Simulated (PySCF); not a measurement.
Point-charge models of `CC#C[C@@H](C)N[SiH2]S` against its computed dipole.

Coordinates (GFN2-xTB, Å) and charges (e) from the PBE0/pcSseg-1 density (PySCF):

```tsv
atom	x	y	z	Mulliken	IAO	Hirshfeld	ESP-fitted
C1	-3.308	1.717	-0.252	-0.1846	-0.4360	-0.0972	-0.5592
C2	-2.142	0.886	-0.052	-0.2992	-0.0481	-0.0523	+0.3276
C3	-1.191	0.180	0.137	+0.0819	-0.0864	-0.0677	-0.7146
C4	-0.007	-0.653	0.295	-0.1662	-0.0004	+0.0358	+0.8931
C5	-0.221	-2.010	-0.386	-0.1844	-0.4219	-0.1218	-0.6252
N6	1.152	0.044	-0.233	-0.6217	-0.6777	-0.2395	-0.7609
Si7	2.740	-0.268	0.309	+0.6889	+0.8282	+0.3414	+0.4140
S8	4.001	1.131	-0.726	-0.4123	-0.3313	-0.1552	-0.3974
H9	-3.013	2.764	-0.312	+0.1477	+0.1715	+0.0600	+0.1794
H10	-4.001	1.593	0.580	+0.1478	+0.1723	+0.0607	+0.1795
H11	-3.811	1.437	-1.177	+0.1461	+0.1702	+0.0592	+0.1796
H12	0.176	-0.815	1.364	+0.1368	+0.1539	+0.0506	+0.0007
H13	-1.090	-2.509	0.033	+0.1203	+0.1478	+0.0436	+0.1551
H14	0.656	-2.636	-0.239	+0.1157	+0.1398	+0.0401	+0.1185
H15	-0.381	-1.870	-1.453	+0.1092	+0.1453	+0.0408	+0.1775
H16	1.000	0.351	-1.184	+0.2034	+0.2643	+0.1101	+0.3328
H17	3.357	-1.556	-0.004	-0.0974	-0.1535	-0.0838	-0.0339
H18	2.778	0.012	1.740	-0.0851	-0.1433	-0.0823	-0.0917
H19	3.296	2.211	-0.432	+0.1530	+0.1052	+0.0571	+0.2251
```

Question: Compute μ = Σ q r for each scheme (1 e·Å = 4.803 D) and compare with the dipole of the full density.

Answer: The full density gives (-2.87, -0.21, 0.11) D, 2.88 D in size; dipole vectors point from the negative to the positive end.

```csv
scheme,μx,μy,μz,size (D),share of the full size (%),angle to the full dipole (°)
Mulliken,-3.86,-1.32,0.81,4.16,144,17
IAO,-1.68,-0.80,0.61,1.96,68,26
Hirshfeld,-1.48,0.13,0.00,1.49,52,10
ESP-fitted,-2.87,-0.23,0.14,2.88,100,1
```

Question: Which set comes closest?

Answer: Length of the difference vector: ESP-fitted 0.04 D, IAO 1.42 D, Hirshfeld 1.43 D, Mulliken 1.64 D. Closest: ESP-fitted. ESP charges are fitted to the potential around the molecule, whose slowest-falling term is the dipole's. The schemes that divide the density aren't constrained to reproduce the dipole.

Question: What is left for the Hirshfeld atoms' own dipoles?

Answer: The shares of the density sum to the whole, so what Σ q r misses lies in dipoles about the nuclei. The atomic dipoles sum to (-2.87, -0.21, 0.11) − (-1.48, 0.13, 0.00) = (-1.39, -0.34, 0.11) D, 1.43 D in size.

Question: With the origin at the mean of the coordinates, (-0.001, 0.000, -0.105) Å, which are the largest single terms, by size, of the IAO dipole along the direction of the full one?

Answer: Si7 -10.73, C1 -6.63, S8 +6.52, N6 +3.76, H10 +3.22 D; all 19 atoms together +1.76 D. The single terms depend on the origin, their sum doesn't.

Question: Give the size of the full dipole in other units.

Answer: 2.88 D = 1.133 au = 0.600 e·Å = 9.61 × 10⁻³⁰ C·m.

One conformer (not necessarily the lowest) at the GFN2-xTB geometry, without solvent, vibrations or thermal averaging.

These values come from a run that also computed NMR shieldings. Hardware: Arm Neoverse N1, one thread (shared host). Cost: 72 s, 0.85 GiB resident at most.

The values belong to the conformer `[CH3:1][C:2]#[C:3][C@@H:4]([CH3:5])[NH:6][SiH2:7][SH:8]`: C3–C4–N6–Si7 154°, C4–N6–Si7–S8 -177°, H–S8–Si7–N6 51°.
